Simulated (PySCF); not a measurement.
Species: C₈H₁₁PS.
Numbering: `[CH3:1][CH2:2][c:3]1[cH:4][c:5]([S:6][CH3:7])[cH:8][cH:9][p:10]1`

Structure used (GFN2-xTB), in Å, numbered top down from 1:
```xyz
21
C8H11PS angstrom
C     -2.3515    1.4627    0.7382
C     -2.1649    0.5654   -0.4856
C     -1.0982   -0.4656   -0.2255
C      0.2259   -0.0919   -0.3485
C      1.2991   -0.9321   -0.0894
S      2.9837   -0.4192   -0.2514
C      2.8953    1.3789   -0.4890
C      1.1280   -2.2574    0.3083
C     -0.1038   -2.8353    0.4878
P     -1.6368   -2.0509    0.2676
H     -3.1505    2.1801    0.5663
H     -1.4365    2.0091    0.9576
H     -2.6060    0.8591    1.6074
H     -1.8939    1.1779   -1.3495
H     -3.1102    0.0640   -0.7057
H      0.4183    0.9217   -0.6743
H      2.4615    1.6134   -1.4573
H      3.9241    1.7246   -0.4565
H      2.3282    1.8301    0.3201
H      2.0204   -2.8451    0.4811
H     -0.1410   -3.8725    0.7977
```

NICS = −σ at a ghost point: NICS(0) at the centroid of the ring atoms, NICS(1) 1 Å to either side along the normal of their mean plane, zz for the tensor component along that normal. Level: GIAO PBE0/pcSseg-1 (PySCF, non-relativistic, gas phase) on the GFN2-xTB geometry, one conformer.

Ring bond lengths (Å), with Mayer bond orders in brackets: C3–C4 1.381 (1.38), C4–C5 1.387 (1.33), C5–C8 1.394 (1.36), C8–C9 1.372 (1.51), C9–P10 1.736 (1.28), P10–C3 1.745 (1.30).

Task: Give the NICS values of each ring in ppm.

Result: 
| ring | type | NICS(0) | NICS(1), two faces | NICS(1)zz, two faces | rms pucker (Å) | centre to ring atoms, mean (Å) |
| --- | --- | --- | --- | --- | --- | --- |
| C3–C4–C5–C8–C9–P10 | 6-membered ring with P; formal bonds all aromatic | -7.0 | -9.8 / -9.8 | -23.7 / -23.0 | 0.00 | 1.49 |

Task: What do they say, and how far can they be read as aromaticity?

Result: 
- C3–C4–C5–C8–C9–P10: mean NICS(1)zz -23.3 ppm, shielded.

Task: And the bond-length index? HOMA = 1 − mean of α(R − Ropt)² over the ring bonds, with Krygowski's 1993 parameters (CC: Ropt 1.388 Å, α 257.7 Å⁻²; CP: Ropt 1.698 Å, α 118.91 Å⁻²).

Result: 
- C3–C4–C5–C8–C9–P10: HOMA 0.91; the largest term is that of P10–C3, α(R − Ropt)² = 0.27.

Task: What field does 1 T along the ring normal induce along that normal at the second NICS(1) probe listed for ring C3–C4–C5–C8–C9–P10, 1 Å off the ring?

Result: NICSzz × B0 = -23.0 ppm × 1 T = -23 μT, against the applied field.

Task: What are the shieldings of the ring atoms and their hydrogens in the same run (means over atoms taken as equivalent)?

Result: 
| atoms | environment | σ isotropic (ppm) | principal values of the symmetric part, first atom (ppm) |
| --- | --- | --- | --- |
| C3 | substituted aromatic carbon | -2.8 | -162.7, -23.6, 177.9 |
| C4 | aromatic CH carbon | 56.0 | -47.1, 48.9, 166.3 |
| C5 | substituted aromatic carbon | 35.7 | -41.6, -2.9, 151.7 |
| C8 | aromatic CH carbon | 53.0 | -51.6, 42.5, 168.1 |
| C9 | aromatic CH carbon | 23.1 | -137.2, 29.8, 176.8 |
| P10 | phosphorus bonded to 2 C | 126.5 | -99.9, -17.0, 496.3 |
| H16 | aromatic hydrogen | 24.31 | 18.7, 21.1, 33.1 |
| H20 | aromatic hydrogen | 23.85 | 18.7, 23.4, 29.5 |
| H21 | aromatic hydrogen | 22.81 | 20.6, 20.9, 27.0 |
